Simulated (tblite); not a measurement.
CH₂N, charge +1, singlet, at a GFN2-xTB geometry; GFN1-xTB (tblite).

tblite was given this input:
```
$ tblite run mol.xyz --method gfn1 --charge 1 --spin 0 --efield 0,0,0.1 --json tblite.json --no-restart

# file mol.xyz
4

C     -0.00000000    -0.00000000    -0.60033760
N      0.00000000     0.00000000     0.53266898
H     -0.00000000    -0.00000000    -1.67489223
H      0.00000000     0.00000000     1.54823496
```

What the program printed (banner, timings and long lists left out):

```
xTB calculator
 | screened Coulomb repulsion
 | Coulomb electrostatics
 |  * isotropic Klopman-Ohno-Mataga-Nishimoto electrostatics
 |  * onsite third-order electrostatics
 | DFT-D3(BJ) dispersion correction
 | Interactions (1)
 | [1] electric field

halogen bonding energy    0.0000000000000E+00 Eh
repulsion energy          1.4381000349026E-01 Eh
dispersion energy        -4.7644392181845E-04 Eh
interaction energy        0.0000000000000E+00 Eh
number of electrons       1.0000000000000E+01 e
integral cutoff           1.9731147476801E+01 bohr

------------------------------------------------------------
  cycle        total energy    energy error   density error
------------------------------------------------------------
      1     -5.763399590543  -5.9067332E+00   3.3361518E-01
      2     -5.790201128860  -2.6801538E-02   2.1463038E-01
      3     -5.801399139973  -1.1198011E-02   1.2431301E-01
      4     -5.806809427293  -5.4102873E-03   1.1269034E-02
      5     -5.806904862690  -9.5435397E-05   2.4385910E-03
      6     -5.806915124904  -1.0262214E-05   2.1923323E-04
      7     -5.806915181680  -5.6775721E-08   8.5005973E-05
      8     -5.806915189172  -7.4923747E-09   1.6534088E-05
------------------------------------------------------------

electronic energy        -5.9502487487404E+00 Eh
total energy             -5.8069151891720E+00 Eh

Post processing:
 | Mayer-Wiberg bond orders

[Info] JSON dump of results written to 'tblite.json'
```
